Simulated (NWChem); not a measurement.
**Correlation energy of BO**

SMILES: [B]=O
```xyz
2

B      0.0000     0.0000     0.7405
O      0.0000     0.0000    -0.4628
```
Charge 0, spin multiplicity 2.

The numbers come from NWChem runs, not from measurements. The geometry was optimised at UB3LYP/def2-SVP, a minimum by its harmonic frequencies.

Basis set: def2-SVP. Each correlation energy counts from its own Hartree-Fock reference.

The correlated methods keep 2 core orbitals frozen. The structure started from a generated list of species. The unpaired electrons of the parent sit in orbitals of symmetry a1 (C2v labels of the run); other states weren't searched. The stability of the SCF solutions was not checked. Open-shell Hartree-Fock references start from PBE0 orbitals. Coupled-cluster values serve here as a point of comparison, not as the truth.

```csv
method,correlation energy (mHa)
UMP2,-239.5
SCS-UMP2,___
CCSD on UHF,-244.4
CCSD[T] on UHF,___
CCSD(T) on UHF,-253.3
CCSD on ROHF,___
CCSD[T] on ROHF,-259.6
CCSD(T) on ROHF,___
CCSDT on ROHF,-258.0
```

Problem. Some entries are withheld; supply them.

Solution. 
- SCS-UMP2, correlation energy (mHa): -228.4
- CCSD[T] on UHF, correlation energy (mHa): -255.2
- CCSD on ROHF, correlation energy (mHa): -248.1
- CCSD(T) on ROHF, correlation energy (mHa): -257.4
